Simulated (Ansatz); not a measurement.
Job for Ansatz (a program for electronic structure): R-CCSD(T)/def2-SVP on FHPbS (SMILES [F][Pb][SH]), a point of a torsion scan. Elements past Kr take the def2 small-core potentials; no spin–orbit coupling. The run froze 15 orbitals, filled d shells among them.

Ansatz 0.2 input:
```yaml
crystal:
  periodic: [false, false, false]
  atoms:
    - {symbol: F, position_ang: [1.98106180, -0.79901551, -0.24721659]}
    - {symbol: Pb, position_ang: [1.00153672, 1.02104642, -0.64531300]}
    - {symbol: S, position_ang: [-1.46261085, 0.36561565, -0.43620190]}
    - {symbol: H, position_ang: [-1.67203251, 0.01838052, -1.69704464]}
basis:
  gaussian:
    orbitals: def2-SVP
magnetization: {spin_polarized: false}
correlation: {method: ccsd_t, electrons: outside_noble_gas}
scf: {lower_state_search: off}
```

Program output:

```
WARN ansatz: RAYON_NUM_THREADS=1 ignored (pool sized by the plan → 1); use --threads N
Functional definition: HF
these checks for a lower state are left out or cut short: stability, starts, cluster_reference, orbital_swaps, neighbouring_geometries, increment
integrals: 0.04 GiB planned
687 factors; integrals over basis functions are off by at most 8.6e-4 eV
mean field: 0.15 GiB planned
mean field evaluation 1: about -18751.7131 eV, gradient 3.6e1 eV
mean field evaluation 2: about -18751.7758 eV, gradient 3.6e1 eV
mean field evaluation 4: about -18754.6424 eV, gradient 2.3e0 eV
mean field evaluation 8: about -18754.6865 eV, gradient 2.7e-1 eV
mean field -18754.68733713 eV, -689.2220472558 hartree, gradient 2.9e-6 eV, S^2 0.000000; 0 other end points of the search recorded, 0 dependent functions left out
15 core orbitals not correlated, not the lowest: weight in the atoms' cores, before any rotation towards them, 0.966 or more for the frozen orbitals, at most 0.036 for the correlated occupied ones
reference -18754.68733713 eV, -689.2220472558 hartree; 9, 9 occupied and 39, 39 virtual orbitals, 687 factors
second order -10.31867461 eV of doubles, -0.00000000 eV of singles
coupled cluster: 0.10 GiB planned
cycle   1  -10.55111029 eV  change   -2.3e-1 eV  update   1.1e-1
cycle   2  -10.83396560 eV  change   -2.8e-1 eV  update   4.5e-2
cycle   3  -10.94728159 eV  change   -1.1e-1 eV  update   2.7e-2
cycle   4  -10.95108829 eV  change   -3.8e-3 eV  update   8.2e-3
cycle   5  -10.94492022 eV  change    6.2e-3 eV  update   4.2e-3
cycle   6  -10.94458866 eV  change    3.3e-4 eV  update   1.6e-3
cycle   7  -10.94472577 eV  change   -1.4e-4 eV  update   7.0e-4
cycle   8  -10.94464812 eV  change    7.8e-5 eV  update   2.5e-4
cycle   9  -10.94472541 eV  change   -7.7e-5 eV  update   1.1e-4
cycle  10  -10.94477317 eV  change   -4.8e-5 eV  update   4.5e-5
cycle  11  -10.94475152 eV  change    2.2e-5 eV  update   2.2e-5
perturbative correction -0.26369472 eV, -0.0096906021 hartree
Total energy: -18765.89578336 eV, -689.6339500575 hartree
Checks for a lower state left out: stability, starts, cluster_reference, orbital_swaps, neighbouring_geometries, increment
```

Self-consistency was reached.

Cost: very roughly 1.2 core-seconds.
